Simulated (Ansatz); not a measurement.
The same molecule with X = B, Al, In. Ansatz, PBE0-D4/def2-TZVP geometries, multiplicity 1. Each molecule was computed in one conformer, which needn't be the lowest.

Elements past krypton have def2 core potentials.

| X | molecule | mean X–Cl bond length / Å | mean X–O bond length / Å | HOMO–LUMO gap (PBE0/def2-TZVPP) / eV | HOMO–LUMO gap (ωB97M-V/def2-TZVPP) / eV | HOMO energy (ωB97M-V/def2-TZVPP) / eV |
| --- | --- | --- | --- | --- | --- | --- |
| B | `[SiH3]OB(Cl)O[SiH3]` | 1.793 | 1.343 | 9.05 | 12.94 | -11.46 |
| Al | `[SiH3][O][Al]([Cl])[O][SiH3]` | 2.078 | 1.663 | 7.77 | 11.69 | -11.09 |

Task: Give the row for X = In, `[SiH3][O][In]([Cl])[O][SiH3]`. (An estimate is asked.)

Result: Ansatz gave: 
```csv
X,molecule,mean X–Cl bond length / Å,mean X–O bond length / Å,HOMO–LUMO gap (PBE0/def2-TZVPP) / eV,HOMO–LUMO gap (ωB97M-V/def2-TZVPP) / eV,HOMO energy (ωB97M-V/def2-TZVPP) / eV
In,`[SiH3][O][In]([Cl])[O][SiH3]`,2.290,1.953,6.09,10.32,-11.03
```

From B to In the mean X–Cl bond length rises at each step, by 0.497 Å in all; the mean X–O bond length rises at each step, by 0.610 Å in all; the HOMO–LUMO gap (PBE0/def2-TZVPP) falls at each step, by 2.96 eV in all; the HOMO–LUMO gap (ωB97M-V/def2-TZVPP) falls at each step, by 2.62 eV in all; the HOMO energy (ωB97M-V/def2-TZVPP) rises at each step, by 0.43 eV in all. Bonds lengthen as the atom grows down the group.

Positive LUMOs are unbound, so they and the gaps depend on the basis.
